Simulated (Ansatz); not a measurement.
One geometry of Al₁₁Sb₁₀F₃, several levels of theory.

```yaml
crystal:
  periodic: [false, false, false]
  atoms:
    - {symbol: Al, position_ang: [-3.340654, -3.220671, -0.062119]}
    - {symbol: Al, position_ang: [-3.033395, -1.144451, -1.850615]}
    - {symbol: Al, position_ang: [-2.421721, 1.072471, 1.473245]}
    - {symbol: Al, position_ang: [-0.793717, -1.891115, 0.438511]}
    - {symbol: Al, position_ang: [0.940571, 0.128578, -0.338736]}
    - {symbol: Al, position_ang: [2.092224, -1.878001, 1.179998]}
    - {symbol: Al, position_ang: [2.857395, 0.689512, -2.277727]}
    - {symbol: Al, position_ang: [0.862944, 2.219455, -2.225096]}
    - {symbol: Al, position_ang: [-0.364609, 3.014911, 0.550426]}
    - {symbol: Al, position_ang: [2.683382, 2.318280, 0.163463]}
    - {symbol: Al, position_ang: [4.323210, -0.619825, -0.033605]}
    - {symbol: F, position_ang: [-3.665416, -0.823481, -3.375178]}
    - {symbol: F, position_ang: [-3.945337, 1.749060, 1.190659]}
    - {symbol: F, position_ang: [0.523275, -2.767196, 1.472594]}
    - {symbol: Sb, position_ang: [-1.357985, -3.354731, -1.706149]}
    - {symbol: Sb, position_ang: [-4.964207, -1.259942, 0.131528]}
    - {symbol: Sb, position_ang: [-2.823362, -1.509029, 2.180853]}
    - {symbol: Sb, position_ang: [-1.441785, 1.072136, -1.220745]}
    - {symbol: Sb, position_ang: [-0.799914, 2.467747, 3.002674]}
    - {symbol: Sb, position_ang: [2.372958, -1.892584, -1.558056]}
    - {symbol: Sb, position_ang: [1.697406, 0.890682, 2.288167]}
    - {symbol: Sb, position_ang: [4.258851, -1.442180, 2.425769]}
    - {symbol: Sb, position_ang: [4.984629, 1.729324, -1.061523]}
    - {symbol: Sb, position_ang: [1.330055, 4.437252, -0.816039]}
basis:
  gaussian: {orbitals: def2-SVP, fitting: {mean_field: def2-universal-jkfit}, initial_orbitals: start.molden}
hamiltonian: {xc: pbe0, dispersion: d4}
scf: {omitted_lower_state_checks: [starts]}
output: {orbitals: {seedname: orbitals}}
```

The file start.molden holds the orbitals of an earlier run on this structure, at another level or in another basis.

```sh
$ ansatz run in.yaml --threads 4 --pin off --events-out ev --progress --plain --max-ram 46080MiB --backend cuda --devices 0, --max-vram 37GiB
```

It prints (some lines left out):

```
Functional definition: PBE0
3819 factors; integrals over basis functions are off by at most 8.7e-2 eV
mean field evaluation 1: about -146050.9701 eV, gradient 6.2e1 eV
mean field evaluation 2: about -146051.6998 eV, gradient 1.2e0 eV
mean field evaluation 4: about -146051.7129 eV, gradient 6.6e-2 eV
mean field -146051.71291760 eV, -5367.3014523153 hartree, gradient 3.8e-5 eV, S^2 0.000000; 0 other end points of the search recorded, 0 dependent functions left out
reference -146051.71296853 eV, -5367.3014541867 hartree; 200, 200 occupied and 300, 300 virtual orbitals, 3819 factors
Total energy: -146054.92634399 eV, -5367.4195435567 hartree
Checks for a lower state left out: starts
```

It took 6.5 s on 4 threads of AMD EPYC 7R13 on a shared host and a share (37 GiB) of an NVIDIA H100 80GB HBM3, peak host memory 1.1 GiB.

First input, but with `gaussian: {orbitals: def2-TZVP, fitting: {mean_field: def2-universal-jkfit}, initial_orbitals: start.molden}`, `hamiltonian: {xc: {name: BLYP}, dispersion: d4}` (abridged; 7.5 s):

```
Functional definition: BLYP
mean field -146110.36920938 eV, -5369.4570312794 hartree, gradient 2.6e-5 eV, S^2 0.000000
Total energy: -146117.24906343 eV, -5369.7098612525 hartree
Checks for a lower state left out: starts
```

First input, but with `gaussian: {orbitals: def2-TZVP, fitting: {mean_field: def2-universal-jkfit}, initial_orbitals: start.molden}` (abridged; 8 s):

```
Functional definition: PBE0
mean field -146088.71176111 eV, -5368.6611347354 hartree, gradient 2.7e-5 eV, S^2 0.000000
Total energy: -146091.92519249 eV, -5368.7792261605 hartree
Checks for a lower state left out: starts
```

First input, but with `gaussian: {orbitals: def2-TZVP, fitting: {mean_field: def2-universal-jkfit}, initial_orbitals: start.molden}`, `hamiltonian: {xc: r2scan, dispersion: d4}` (abridged; 9.5 s):

```
Functional definition: r2SCAN
mean field -146143.16248875 eV, -5370.6621620683 hartree, gradient 3.1e-5 eV, S^2 0.000000
Total energy: -146144.02527008 eV, -5370.6938686972 hartree
Checks for a lower state left out: starts
```

First input, but with `gaussian: {orbitals: STO-3G}`, `hamiltonian: {xc: hf}` (abridged; 6.5 s):

```
Functional definition: HF
mean field -1780653.15606740 eV, -65437.7965154177 hartree, gradient 2.7e-5 eV, S^2 0.000000
Total energy: -1780653.15606740 eV, -65437.7965154177 hartree
Checks for a lower state left out: starts
```

The first input with `gaussian: {orbitals: def2-SVP, initial_orbitals: start.molden}`, `correlation: {method: mp2}` and without the key `hamiltonian` (abridged; 9 s):

```
Functional definition: HF
mean field -145625.82341309 eV, -5351.6503017028 hartree, gradient 3.2e-6 eV, S^2 0.000000; unrestricted orbitals would lower it
98 core orbitals not correlated: weight in the atoms' cores, before any rotation towards them, 1.000 or more for the frozen orbitals, at most 0.000 for the correlated occupied ones
second order -69.70627185 eV of doubles, -0.00000000 eV of singles
Total energy: -145695.52968495 eV, -5354.2119599448 hartree
Checks for a lower state left out: starts
```

First input, but with `gaussian: {orbitals: def2-TZVP, fitting: {mean_field: def2-universal-jkfit}, initial_orbitals: start.molden}`, `hamiltonian: {xc: pbe, dispersion: d4}`, `output: {forces: true, orbitals: {seedname: orbitals}}` (abridged; 9 s):

```
Functional definition: PBE
mean field -146079.86988428 eV, -5368.3362017553 hartree, gradient 1.5e-5 eV, S^2 0.000000
Total energy: -146083.38974112 eV, -5368.4655541081 hartree
Atom 0 force    -0.029376    -0.127041     0.061150 eV/Å
Atom 1 force    -0.020652     0.021234     0.004989 eV/Å
Atom 2 force    -0.015319    -0.090181    -0.055698 eV/Å
Atom 3 force     0.040450     0.195586    -0.077246 eV/Å
Atom 4 force     0.048599     0.075811     0.039827 eV/Å
Atom 5 force    -0.177182     0.047179    -0.083660 eV/Å
Atom 6 force     0.004268    -0.039832    -0.025374 eV/Å
Atom 7 force    -0.021572    -0.023011    -0.014945 eV/Å
Atom 8 force    -0.008536    -0.038577    -0.050368 eV/Å
Atom 9 force    -0.029320    -0.068595     0.014880 eV/Å
Atom 10 force    -0.064405     0.025795    -0.056673 eV/Å
Atom 11 force     0.019770     0.004342     0.018818 eV/Å
Atom 12 force    -0.016222     0.039493    -0.012505 eV/Å
Atom 13 force     0.008437    -0.139954     0.127198 eV/Å
Atom 14 force     0.190469    -0.082158    -0.165073 eV/Å
Atom 15 force    -0.074415     0.122521     0.036661 eV/Å
Atom 16 force    -0.018058    -0.023316     0.078705 eV/Å
Atom 17 force    -0.036449    -0.038891    -0.013176 eV/Å
Atom 18 force     0.044938     0.016088     0.145421 eV/Å
Atom 19 force    -0.087085    -0.086244    -0.035012 eV/Å
Atom 20 force     0.004245    -0.062408    -0.036567 eV/Å
Atom 21 force     0.059829     0.034144     0.138892 eV/Å
Atom 22 force     0.108669     0.111548    -0.010467 eV/Å
Atom 23 force     0.068916     0.126466    -0.029776 eV/Å
Dipole moment:     0.338051    -0.375162     0.082476 e Å
Checks for a lower state left out: starts
```

Geometry: r2SCAN-D4/def2-SVP.

In the def2 sets Sb takes a core potential, while STO-3G treats all electrons; there is no spin–orbit coupling. Correlated methods freeze 98 core orbitals; core or outer-core shells of Sb are correlated, in sets that lack core-valence functions. Single mean-field runs in def2-SVP, def2-TZVP are fitted with def2-universal-jkfit. The restricted singlet is unstable towards broken spin symmetry in Hartree–Fock (as tested in another run); at PBE0-D4/def2-SVP, BLYP-D4/def2-TZVP, PBE0-D4/def2-TZVP, r2SCAN-D4/def2-TZVP and others this wasn't settled. At MP2/def2-SVP the restricted singlet (for correlated methods, its reference) is unstable: a solution with broken spin symmetry lies lower. Another isomer (singlet) lies 0.68 eV lower at PBE0-D4/def2-TZVP; other spin states weren't run for this one.
